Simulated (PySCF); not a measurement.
Si(F)(H)2(SMe) (CH5FSSi), SMILES CS[SiH2]F. Geometry optimised at B3LYP-D3(BJ)/def2-SVP. One conformer was computed; it need not be the lowest.

Computed equilibrium geometry at B3LYP-D3(BJ)/def2-SVP (PySCF confirms it by a frequency run) as a Z-matrix (one conformer of several):
```
S
C 1 1.8425
H 2 1.0980 1 106.60
H 2 1.0982 3 109.08 1 -119.75
H 2 1.0992 3 109.08 4 -120.28
Si 1 2.1261 2 99.73 3 177.96
F 6 1.6308 1 111.85 2 69.47
H 6 1.4829 7 108.77 1 -117.33
H 6 1.4863 8 113.21 7 117.30
```
Charge 0, spin multiplicity 1.
